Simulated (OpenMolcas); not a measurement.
## 4f7 along the 61-electron sequence

```yaml
Program: OpenMolcas 26.06
Method: CASSCF
Basis: ANO-RCC-VTZP
Scalar_Hamiltonian: DKH2, point nucleus
Spin-orbit_coupling: RASSI with atomic mean-field integrals over the reference wave functions, term energies averaged over their components
```

Active space for each ion: 7 electrons in 7 orbitals (4f).

Computed levels in cm-1 above 8S* 7/2:

```tsv
Level	Eu2+	Gd3+	Tb4+
6P* 7/2	35860	39941	43138
6P* 5/2	36254	40465	43839
6P* 3/2	36656	40996	44545
6I* 7/2	38979	43461	47076
6I* 9/2	39233	43801	47543
6I* 17/2	39381	43999	47809
6I* 11/2	39448	44087	47930
6I* 13/2	39582	44265	48169
6I* 15/2	39585	44270	48177
weight of 8S* in the lowest level (%)	98	98	97
```

Measured, with the error of the calculation in %. Measured levels: Eu2+ from Martin, Zalubas and Hagan, Atomic Energy Levels: The Rare-Earth Elements, NSRDS-NBS 60 (1978).

```csv
Level,Eu2+
6P* 7/2,28200 (+27.2)
6I* 17/2,32073 (+22.8)
6I* 11/2,32180 (+22.6)
6I* 15/2,32308 (+22.5)
```

6P* 7/2 changes by a factor of 1.2 over the same range, with steps per unit of Z of +4080, +3200 cm-1.

High states are left out of the spin-orbit mixing, which shifts the levels that they would mix with. Without dynamic correlation excited terms often stand tens of per cent too high (terms of higher spin than the ground term too low), and those without a measured partner can miss by more than the paired ones. Measured partners are found by configuration, term and J. A level has none where our copy of the source lacks it or the pairing is in doubt (some pairs that miss far off the trend of their configuration count as doubtful), and it then counts in no deviation. Only configurations of the active space appear.

* marks odd parity.
